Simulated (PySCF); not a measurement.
1-hydroxysiletane (C₃H₈OSi), SMILES C1[SiH](O)CC1.

Coordinates come from a PBE-D3(BJ)/def2-SVP optimisation. The values are those of a single conformer.

Calculation: TDDFT-B3LYP/def2-SVPD run with PySCF.

Vertical excitations. 

```tsv
state	energy (eV)	λ (nm)	f	main pairs
S1	6.52	190	0.006	HOMO→LUMO 97 %
S2	6.78	183	0.006	HOMO−1→LUMO 97 %
S3	7.26	171	0.025	HOMO→LUMO+1 96 %
S4	7.39	168	0.027	HOMO→LUMO+2 47 %, HOMO−1→LUMO+2 26 %, HOMO−1→LUMO+1 24 %
S5	7.42	167	0.006	HOMO−1→LUMO+1 73 %, HOMO→LUMO+2 21 %
S6	7.60	163	0.068	HOMO−1→LUMO+2 68 %, HOMO→LUMO+2 27 %
S7	7.86	158	0.024	HOMO→LUMO+3 94 %
S8	8.06	154	0.077	HOMO−1→LUMO+3 92 %
S9	8.16	152	0.021	HOMO−3→LUMO 48 %, HOMO→LUMO+4 17 %, HOMO−4→LUMO 15 %, HOMO−2→LUMO 8 %
S10	8.25	150	0.013	HOMO→LUMO+4 77 %
T1	6.29	197	0	HOMO→LUMO 93 %
T2	6.56	189	0	HOMO−1→LUMO 93 %
T3	6.98	178	0	HOMO→LUMO+2 87 %
T4	7.12	174	0	HOMO→LUMO+1 75 %, HOMO−1→LUMO+2 19 %
```
Triplets are in the Tamm–Dancoff approximation, which puts them higher than full response would, so one can lie above its singlet here.
